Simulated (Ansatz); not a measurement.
Zn4H14S4: single points at one geometry.

```yaml
crystal:
  periodic: [false, false, false]
  atoms:
    - {symbol: Zn, position_ang: [-2.463332, -0.230581, -1.541153]}
    - {symbol: S, position_ang: [-1.016955, -1.938517, 0.884196]}
    - {symbol: Zn, position_ang: [1.437451, -1.988720, -1.566748]}
    - {symbol: S, position_ang: [-0.004862, 0.019008, -1.924134]}
    - {symbol: S, position_ang: [2.181478, 0.072269, 0.898318]}
    - {symbol: Zn, position_ang: [0.001260, -0.017778, 2.094666]}
    - {symbol: Zn, position_ang: [1.018135, 2.265022, -1.524318]}
    - {symbol: S, position_ang: [-1.162450, 1.838608, 0.915648]}
    - {symbol: H, position_ang: [-3.177752, -0.455257, -2.917682]}
    - {symbol: H, position_ang: [-2.599426, -0.086010, 0.050960]}
    - {symbol: H, position_ang: [-0.398212, -2.904964, 1.637123]}
    - {symbol: H, position_ang: [-2.149339, -1.973049, 1.659715]}
    - {symbol: H, position_ang: [1.367994, -2.208544, 0.019862]}
    - {symbol: H, position_ang: [2.002098, -2.475117, -2.943167]}
    - {symbol: H, position_ang: [-0.006580, 0.032243, -3.283188]}
    - {symbol: H, position_ang: [2.769921, -0.906696, 1.659472]}
    - {symbol: H, position_ang: [2.710507, 1.076093, 1.670736]}
    - {symbol: H, position_ang: [0.002409, -0.027675, 3.660532]}
    - {symbol: H, position_ang: [1.179053, 3.013127, -2.891882]}
    - {symbol: H, position_ang: [1.227879, 2.287315, 0.066646]}
    - {symbol: H, position_ang: [-2.301795, 1.781077, 1.679069]}
    - {symbol: H, position_ang: [-0.617480, 2.828148, 1.695339]}
basis:
  gaussian: {orbitals: def2-TZVP, fitting: {mean_field: def2-universal-jkfit}, initial_orbitals: start.molden}
hamiltonian: {xc: r2scan, dispersion: d4}
scf: {omitted_lower_state_checks: [starts]}
output: {forces: true, orbitals: {seedname: orbitals}}
```

The file start.molden holds the orbitals of an earlier run on this structure, at another level or in another basis.

```sh
$ ansatz run in.yaml --threads 2 --pin off --events-out ev --progress --plain --max-ram 20480MiB --backend cuda --devices 0, --max-vram 18GiB
```

It prints (some lines left out):

```
Functional definition: r2SCAN
1820 factors; integrals over basis functions are off by at most 5.8e-1 eV
mean field evaluation 1: about -237245.0867 eV, gradient 1.5e1 eV
mean field evaluation 2: about -237245.2393 eV, gradient 2.6e-1 eV
mean field evaluation 4: about -237245.2203 eV, gradient 6.4e-4 eV
mean field -237245.22033293 eV, -8718.6010366491 hartree, gradient 9.4e-6 eV, S^2 0.000000; 0 other end points of the search recorded, 0 dependent functions left out
reference -237245.22035961 eV, -8718.6010376294 hartree; 99, 99 occupied and 325, 325 virtual orbitals, 1820 factors
Total energy: -237245.49840343 eV, -8718.6112555515 hartree
Atom 0 at    -2.463332    -0.230581    -1.541153 Å, force    -0.112994    -0.013452    -0.088652 eV/Å
Atom 1 at    -1.016955    -1.938517     0.884196 Å, force    -0.189304    -0.367517     0.761975 eV/Å
Atom 2 at     1.437451    -1.988720    -1.566748 Å, force     0.065233    -0.091127    -0.079140 eV/Å
Atom 3 at    -0.004862     0.019008    -1.924134 Å, force    -0.002973     0.009563    -0.489992 eV/Å
Atom 4 at     2.181478     0.072269     0.898318 Å, force     0.408951     0.009400     0.758022 eV/Å
Atom 5 at     0.001260    -0.017778     2.094666 Å, force     0.001133     0.000676    -0.056359 eV/Å
Atom 6 at     1.018135     2.265022    -1.524318 Å, force     0.058976     0.100184    -0.083199 eV/Å
Atom 7 at    -1.162450     1.838608     0.915648 Å, force    -0.221502     0.342860     0.766062 eV/Å
Atom 8 at    -3.177752    -0.455257    -2.917682 Å, force     0.121602     0.034331     0.217069 eV/Å
Atom 9 at    -2.599426    -0.086010     0.050960 Å, force    -0.031673    -0.013015    -0.263309 eV/Å
Atom 10 at    -0.398212    -2.904964     1.637123 Å, force    -0.211657     0.345375    -0.264697 eV/Å
Atom 11 at    -2.149339    -1.973049     1.659715 Å, force     0.407252     0.020705    -0.276917 eV/Å
Atom 12 at     1.367994    -2.208544     0.019862 Å, force     0.027622    -0.015023    -0.246184 eV/Å
Atom 13 at     2.002098    -2.475117    -2.943167 Å, force    -0.085585     0.081906     0.194911 eV/Å
Atom 14 at    -0.006580     0.032243    -3.283188 Å, force    -0.000534    -0.004756     0.458845 eV/Å
Atom 15 at     2.769921    -0.906696     1.659472 Å, force    -0.215154     0.344404    -0.268587 eV/Å
Atom 16 at     2.710507     1.076093     1.670736 Å, force    -0.198017    -0.351839    -0.271728 eV/Å
Atom 17 at     0.002409    -0.027675     3.660532 Å, force    -0.000123    -0.000637    -0.173557 eV/Å
Atom 18 at     1.179053     3.013127    -2.891882 Å, force    -0.037295    -0.125465     0.215697 eV/Å
Atom 19 at     1.227879     2.287315     0.066646 Å, force    -0.003898     0.040804    -0.263069 eV/Å
Atom 20 at    -2.301795     1.781077     1.679069 Å, force     0.405637     0.009706    -0.270517 eV/Å
Atom 21 at    -0.617480     2.828148     1.695339 Å, force    -0.185698    -0.357083    -0.276675 eV/Å
Dipole moment:    -0.002237    -0.011560     1.424411 e Å
Checks for a lower state left out: starts
```

Run time 3 s (2 threads of AMD EPYC 7R13 on a shared host and a share (18 GiB) of an NVIDIA H100 80GB HBM3), peak host memory 0.89 GiB.

As the first input, with `hamiltonian: {xc: pbe, dispersion: d4}` (abridged; 2.5 s):

```
Functional definition: PBE
mean field -237200.92094844 eV, -8716.9730642963 hartree, gradient 3.4e-5 eV, S^2 0.000000
Total energy: -237201.92629990 eV, -8717.0100102810 hartree
Atom 0 force    -0.124743    -0.013690    -0.090535 eV/Å
Atom 1 force    -0.098713    -0.196739     0.392437 eV/Å
Atom 2 force     0.070919    -0.100168    -0.081433 eV/Å
Atom 3 force    -0.002892     0.007626    -0.285998 eV/Å
Atom 4 force     0.217126     0.009398     0.388052 eV/Å
Atom 5 force     0.001346     0.000352    -0.049681 eV/Å
Atom 6 force     0.062947     0.110993    -0.085083 eV/Å
Atom 7 force    -0.122251     0.182108     0.394275 eV/Å
Atom 8 force     0.056611     0.014329     0.074339 eV/Å
Atom 9 force     0.005426     0.002945    -0.088324 eV/Å
Atom 10 force    -0.109319     0.166474    -0.118388 eV/Å
Atom 11 force     0.205191     0.003848    -0.129089 eV/Å
Atom 12 force    -0.006079     0.005891    -0.071036 eV/Å
Atom 13 force    -0.034321     0.037321     0.052281 eV/Å
Atom 14 force    -0.000838    -0.002466     0.230897 eV/Å
Atom 15 force    -0.101090     0.174788    -0.123184 eV/Å
Atom 16 force    -0.093868    -0.176753    -0.121894 eV/Å
Atom 17 force    -0.000015    -0.001460    -0.022310 eV/Å
Atom 18 force    -0.022058    -0.057255     0.073782 eV/Å
Atom 19 force    -0.006689    -0.001860    -0.088916 eV/Å
Atom 20 force     0.200898     0.009605    -0.122279 eV/Å
Atom 21 force    -0.097588    -0.175285    -0.127911 eV/Å
Dipole moment:    -0.002054    -0.011142     1.362741 e Å
Checks for a lower state left out: starts
```

The first input with `gaussian: {orbitals: def2-SVP, initial_orbitals: start.molden}`, `hamiltonian: {xc: pbe, dispersion: d4}`, `output: {orbitals: {seedname: orbitals}}` (abridged; 1.7 s):

```
Functional definition: PBE
mean field -237156.40491460 eV, -8715.3371302268 hartree, gradient 2.8e-5 eV, S^2 0.000000
Total energy: -237157.41026836 eV, -8715.3740762959 hartree
Checks for a lower state left out: starts
```

As the first input, with `gaussian: {orbitals: def2-SVP, initial_orbitals: start.molden}`, `hamiltonian: {xc: pbe0, dispersion: d4}`, `output: {orbitals: {seedname: orbitals}}` (abridged; 1.9 s):

```
Functional definition: PBE0
mean field -237163.66040383 eV, -8715.6037645380 hartree, gradient 4.4e-5 eV, S^2 0.000000
Total energy: -237164.55378429 eV, -8715.6365956642 hartree
Checks for a lower state left out: starts
```

The first input with `hamiltonian: {xc: pbe0, dispersion: d4}`, `output: {orbitals: {seedname: orbitals}}` (abridged; 2 s):

```
Functional definition: PBE0
mean field -237206.77010024 eV, -8717.1880166601 hartree, gradient 3.6e-5 eV, S^2 0.000000
Total energy: -237207.66347933 eV, -8717.2208477363 hartree
Checks for a lower state left out: starts
```

Geometry: PBE-D4/def2-SVP.

Single mean-field runs in def2-TZVP are fitted with def2-universal-jkfit. In the singlet geometry the species has come apart into loosely held pieces.
